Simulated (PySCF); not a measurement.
Harmonic spectrum computed at PBE0 in the def2-TZVP basis family (core potentials from Rb on, PySCF, no spin–orbit coupling):

```tsv
ω (cm⁻¹)	IR (km/mol)
586	56.0
983	115
2065	89.7
```

Q: Which molecule gave it? In each, all ligands are bound to the one heavy central atom.
A. HIrO (triplet)
B. HCoO (quintet)
C. HAlO (singlet)
D. HRuO (quartet)
E. HCrO (quartet)

A: D. It has Cs symmetry with Ru–H 1.590 Å, Ru–O 1.672 Å.
